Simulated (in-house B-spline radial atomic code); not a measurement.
Results of a calculation; reference values are marked as such.
Ge in an electron gas of r_s = 1.8: phase shifts, screening and friction

A nucleus sits in a uniform electron gas with a rigid positive background. The Kohn-Sham equations are solved self-consistently in the spin-unpolarised LDA (PW92), non-relativistic, on B-splines with outgoing waves at the boundary and partial waves to l = 8. The model has no lattice, no bands and no magnetic solution. Atomic units; δ_l are the phase shifts at the Fermi level, counted so that each bound state adds π, and good to about 0.0005.

The density parameter is r_s = 1.8 bohr.

```json
{"l": "0", "δ_l (rad)": "9.9463"}
{"l": "1", "δ_l (rad)": "7.3251"}
{"l": "2", "δ_l (rad)": "3.4846"}
{"l": "3", "δ_l (rad)": "0.0972"}
{"l": "4", "δ_l (rad)": "0.0197"}
{"l": "5", "δ_l (rad)": "0.0044"}
{"l": "6", "δ_l (rad)": "0.0011"}
{"l": "7", "δ_l (rad)": "0.0003"}
{"l": "8", "δ_l (rad)": "0.0001"}
```

Bound levels below the band bottom (hartree): p -43.17, s -5.463, p -3.696, d -0.6248, s -0.08033 and deeper ones.

Question: Check the Friedel sum rule, and say where the screening charge sits.

Answer: k_F = (9π/4)^(1/3)/r_s = 1.06620. The rule is Z = (2/π) Σ (2l + 1) δ_l. The terms are s 6.332, p 13.990, d 11.092, f 0.433 and 0.157 beyond, in all 32.004 against Z = 32. Bound states hold 8 s, 12 p, 10 d electrons, so the scattering states carry 2.00 in all; where a term is smaller than its bound count, the bound level has drawn weight out of the band.

Question: Find the transport cross section and the electronic stopping of a 5 keV Ge ion (mass 72.63 u).

Answer: σ_tr = (4π/k_F²) Σ (l + 1) sin²(δ_l − δ_(l+1)). The terms for l = 0 to 3 are 0.2472, 0.8279, 0.1776, 0.0240, all together 1.2780, so σ_tr = 11.054 × 1.2780 = 14.127 bohr². With n = 3/(4π r_s³) = 0.04093, the friction coefficient is Q = n k_F σ_tr = 0.6166. For v well below v_F = 1.066, dE/dx = Q v; with 24801 eV per u at v = 1, v = √(5000/(24801 × 72.63)) = 0.0527, so dE/dx = 0.03248 hartree/bohr = 16.7 eV/nm. The largest term couples the p and d waves.
